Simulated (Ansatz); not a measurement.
Reactions of CH5BOSi (`[SiH3]C1BO1`).

Calculated with Ansatz (gas phase, PBE0-D4/def2-TZVP geometries, no zero-point term in ΔE). CBS: MP2 limit from def2 TZ/QZ plus the TZ coupled-cluster correction, frozen cores. This one scheme is used for every species. Double bonds are as drawn, so ΔE can hold a change between cis and trans. Functionals use def2-TZVPP. For Br, Ge outer-core shells are correlated without core-valence functions, which leaves a few kJ/mol of doubt a bond. Scalar relativity is left out up to krypton. One conformer a species, not always the lowest.

```csv
reaction,MP2/CBS(def2) (kcal/mol),ωB97X-V (kcal/mol),CCSD(T)/CBS(def2) (kcal/mol)
`[SiH3]C1BO1` + `CN[SiH2]N` → `CN[SiH](N)[SiH3]` + `B1CO1`,2.1,0.1,0.7
`[SiH3]C1BO1` + H–F → `FC1BO1` + SiH₄,17.7,10.6,15.3
`[SiH3]C1BO1` + `C[CH2][GeH]([F])[Cl]` → `C[CH2][GeH]([SiH3])[Cl]` + `FC1BO1`,28.9,25.4,26.7
`[SiH3]C1BO1` → `O[SiH]1BC1`,-2.1,2.8,-1.0
`[SiH3]C1BO1` + `BCCBr` → `BCC[SiH3]` + `BrC1BO1`,2.0,2.7,2.7
`[SiH3]C1BO1` + `N=[C]1[CH2][GeH2]1` → `[SiH3]/N=[C]1/[CH2][GeH2]1` + `B1CO1`,-15.0,-12.6,-13.4
`[SiH3]C1BO1` → `B1CO1` + `[SiH2]`,60.0,57.5,55.3
`[SiH3]C1BO1` + PH₃ → `[SiH3]P` + `B1CO1`,-5.8,-5.8,-5.7
`[SiH3]C1BO1` + `F/C=C\CF` → `F/C=C(\[SiH3])CF` + `B1CO1`,-1.9,-1.9,-1.5
`[SiH3]C1BO1` → `B[SiH]1CO1`,24.2,23.6,22.9
```

Largest T1 diagnostic: 0.018, for `B[SiH]1CO1`.
